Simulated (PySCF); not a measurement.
Scan of CH₃ (cation, charge +1), singlet: umbrella (inversion) coordinate, bond length relaxed. Scanned: angle between the C-H bonds and the threefold axis (90 = planar). Other coordinates (C-H bond length) were minimised at B3LYP/def2-TZVP.

Methods: B3LYP/cc-pVTZ (PySCF); PBE0/cc-pVTZ (PySCF); CCSD(T) on RHF/cc-pVTZ, 1 core orbital frozen (PySCF).

Energies relative to the lowest point of each profile, in kJ/mol:

```csv
a / °,B3LYP,PBE0
90,0.0,0.0
96,11.3,11.3
99,25.5,25.3
102,45.5,45.1
108,102.6,101.8
111,140.0,138.9
114,183.3,181.9
120,288.5,286.4
123,350.9,348.2
126,420.1,416.9
129,496.6,492.8
132,580.9,576.5
```

### Question
Predict the corresponding CCSD(T) column.

### Answer
90: 0.0; 96: 11.4; 99: 25.7; 102: 45.8; 108: 103.0; 111: 140.4; 114: 183.6; 120: 288.2; 123: 349.9; 126: 418.2; 129: 493.2; 132: 575.3 (kJ/mol).
